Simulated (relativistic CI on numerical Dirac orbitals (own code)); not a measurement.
**Energy levels of Ir LXVII**

Calculated at this level of theory: Dirac-Coulomb-Breit CI, orbitals from a KLI potential per configuration, model QED (radiative potential, 1s self-energy scaled to tabulated hydrogen-like ionisation energies), unscaled Slater integrals (own radial code, finite nucleus).

Configurations in the expansion (outside the closed core [Ne]): 3s, 3p, 3d, 4s, 4p, 4d, 4f, 5s, 5p, 5d, 5f, 5g, 6s, 6p, 6d, 7s, 7p. Levels of other configurations are missing.

The lowest level is 3s ²S1/2, with 100 % of that term; Hund's rules for 3s give ²S with J = 1/2, in agreement.

| No. | Configuration | Term | J | E (eV) | % | Landé g | jj configuration (%) |
| --- | --- | --- | --- | --- | --- | --- | --- |
| 1 | 3s | ²S | 1/2 | 0.00 | 100 | 1.981 | 3s (100) |
| 2 | 3p | ²P° | 1/2 | 170.21 | 100 | 0.645 | 3p1/2 (100) |
| 3 | 3p | ²P° | 3/2 | 621.77 | 100 | 1.318 | 3p3/2 (100) |
| 4 | 3d | ²D | 3/2 | 817.98 | 100 | 0.784 | 3d3/2 (100) |
| 5 | 3d | ²D | 5/2 | 919.97 | 100 | 1.186 | 3d5/2 (100) |
| 6 | 4s | ²S | 1/2 | 3583.42 | 100 | 1.991 | 4s (100) |
| 7 | 4p | ²P° | 1/2 | 3653.63 | 100 | 0.655 | 4p1/2 (100) |
| 8 | 4p | ²P° | 3/2 | 3838.58 | 100 | 1.325 | 4p3/2 (100) |
| 9 | 4d | ²D | 3/2 | 3913.01 | 100 | 0.791 | 4d3/2 (100) |
| 10 | 4d | ²D | 5/2 | 3957.08 | 100 | 1.192 | 4d5/2 (100) |
| 11 | 4f | ²F° | 5/2 | 3995.82 | 100 | 0.849 | 4f5/2 (100) |
| 12 | 4f | ²F° | 7/2 | 4015.22 | 100 | 1.136 | 4f7/2 (100) |
| 13 | 5s | ²S | 1/2 | 5176.66 | 100 | 1.995 | 5s (100) |
| 14 | 5p | ²P° | 1/2 | 5211.86 | 100 | 0.659 | 5p1/2 (100) |
| 15 | 5p | ²P° | 3/2 | 5304.84 | 100 | 1.329 | 5p3/2 (100) |
| 16 | 5d | ²D | 3/2 | 5341.25 | 100 | 0.794 | 5d3/2 (100) |
| 17 | 5d | ²D | 5/2 | 5363.97 | 100 | 1.195 | 5d5/2 (100) |
| 18 | 5f | ²F° | 5/2 | 5383.18 | 100 | 0.852 | 5f5/2 (100) |
| 19 | 5f | ²F° | 7/2 | 5393.15 | 100 | 1.138 | 5f7/2 (100) |
| 20 | 5g | ²G | 7/2 | 5395.81 | 100 | 0.884 | 5g7/2 (100) |
| 21 | 5g | ²G | 9/2 | 5401.72 | 100 | 1.107 | 5g9/2 (100) |
| 22 | 6s | ²S | 1/2 | 6020.23 | 100 | 1.997 | 6s (100) |
| 23 | 6p | ²P° | 1/2 | 6040.27 | 100 | 0.661 | 6p1/2 (100) |
| 24 | 6p | ²P° | 3/2 | 6093.40 | 100 | 1.330 | 6p3/2 (100) |
| 25 | 6d | ²D | 3/2 | 6113.95 | 100 | 0.796 | 6d3/2 (100) |
| 26 | 6d | ²D | 5/2 | 6127.12 | 100 | 1.197 | 6d5/2 (100) |
| 27 | 7s | ²S | 1/2 | 6519.82 | 100 | 1.999 | 7s (100) |
| 28 | 7p | ²P° | 1/2 | 6532.29 | 100 | 0.662 | 7p1/2 (100) |
| 29 | 7p | ²P° | 3/2 | 6565.43 | 100 | 1.331 | 7p3/2 (100) |

Energies count from the lowest computed level; ° marks odd parity. Filled j subshells are mostly left out of the jj labels.

The mean weight of the leading LS term, summed over parents, in these 29 levels is 100 %, and that of the leading jj configuration (from the same eigenvectors) 100 %.

At this charge energies of transitions that change n are usually good to better than 1 %, and those within a shell (Δn = 0) to a few per cent.
